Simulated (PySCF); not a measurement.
Computed with B3LYP-D3(BJ)/def2-TZVP (PySCF). Isolated molecules, 0 K electronic values unless said otherwise. B3LYP has the VWN-RPA correlation part, as in Gaussian. 

Reference species (SMILES): `[F][InH][F]` (neutral, multiplicity 1).

```
Quantity        Value
-------------  ------
dipole moment  3.60 D
```

Changed species: `[F][In]([F])[F]` (whole molecule; the reference has whole molecule).

Question: Give the shifts of the dipole moment.

Answer: the dipole moment falls by 3.60 D, to 0.00 D.
